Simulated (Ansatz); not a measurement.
Reaction (atomization): `F[CH2][GeH2][GeH3]` → C• + F• + 2 Ge• + 7 H•

Gas-phase electronic energies from Ansatz, PBE0-D4/def2-TZVP geometries. CCSD(T)/CBS adds triple-zeta CCSD(T) − MP2 to the extrapolated MP2 energy (def2 sets, frozen cores). This one scheme is used for every species, atoms too. DFT in def2-TZVPP. B3LYP here is the variant with VWN-RPA as its local correlation; programs differ in this. Open shells (•) are unrestricted, without spin–orbit coupling. Spin–orbit coupling would lower the free atoms: a little for C, F; clearly for Ge. For Ge outer-core shells are correlated without core-valence functions, so the limit isn't a true one: a few kJ/mol of doubt a bond, and 10 to 20 or more in all where bonds break to atoms. Scalar relativity is left out up to krypton. One conformer a species, not always the lowest.

(1) What is ΔE at CCSD(T)/CBS? (Estimate.)

(2) What do these levels give: PBE0-D4, B3LYP-D4, ωB97X-V, PBE, r2SCAN, B3LYP, HF/def2-TZVPP, CCSD(T)/def2-TZVPP, HF/def2-QZVPP, MP2/def2-QZVPP, HF/CBS(def2), MP2/CBS(def2)? (Best estimate.)

Largest T1 diagnostic among the species: 0.012.

Results:

(1) Ansatz gave: +3315.0 kJ/mol.

(2) The calculation gave: PBE0-D4 3272.2, B3LYP-D4 3282.5, ωB97X-V 3323.4, PBE 3287.8, r2SCAN 3303.0, B3LYP 3249.2, HF/def2-TZVPP 2399.8, CCSD(T)/def2-TZVPP 3254.9, HF/def2-QZVPP 2399.9, MP2/def2-QZVPP 3279.8, HF/CBS(def2) 2400.0, MP2/CBS(def2) 3305.4 kJ/mol.

The D4 term adds +33.3 kJ/mol with B3LYP and +17.6 kJ/mol with PBE0; it sums over pairs of atoms, weighted by their polarisabilities, and B3LYP, whose exchange is more repulsive, gets the larger term. In def2-TZVPP, CCSD(T) changes the Hartree–Fock value by +855.1 kJ/mol (the triples alone add +40.0 kJ/mol) and MP2 by +845.5 kJ/mol; breaking electron pairs costs correlation energy, which Hartree–Fock lacks. From PBE to PBE0 (25 % exact exchange), in def2-TZVPP and without D4, ΔE moves by −33.2 kJ/mol: exact exchange takes away binding that semilocal exchange gives to molecules.

For atomizations the MP2-based limit and the directly extrapolated one differ by several kJ/mol either way, and by 10 to 25 for some Ge, Se and Sn compounds, so smaller differences from it don't rank the levels.
